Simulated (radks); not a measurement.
Initial-state core-level shifts of the tantalum ion Ta2+ when its valence configuration changes from [Xe] 4f14 5d3. Method: scalar-relativistic Kohn-Sham, PBE, spin-polarised, spherical densities, point nucleus; open shells are filled with parallel spins first (spin-orbit coupling, left out, can overturn this in heavy ions); computed with a radial shooting solver on a logarithmic mesh with Libxc functionals. Shifts are changes of the shell-averaged eigenvalues in eV (positive: less bound).

\begin{tabular}{lrrrr}
valence & 3p & 3d & 4p & 4d \\ \hline
4f14 5d2 6s1 & -3.020 & -3.034 & -3.021 & -3.034 \\
4f13 5d3 6p1 & -15.779 & -15.674 & -14.612 & -14.237 \\
4f13 5d4 & -11.107 & -10.987 & -9.948 & -9.565 \\
4f14 5d2 6p1 & -4.457 & -4.472 & -4.463 & -4.474 \\
4f13 5d3 6s1 & -14.355 & -14.250 & -13.184 & -12.812 \\
4f14 5d1 6p2 & -9.053 & -9.086 & -9.059 & -9.083 \\
4f12.5 5d4 6s0.5 & -18.614 & -18.437 & -16.742 & -16.155 \\
4f12 5d1 6p4 & -43.398 & -43.237 & -40.578 & -39.785 \\
\end{tabular}
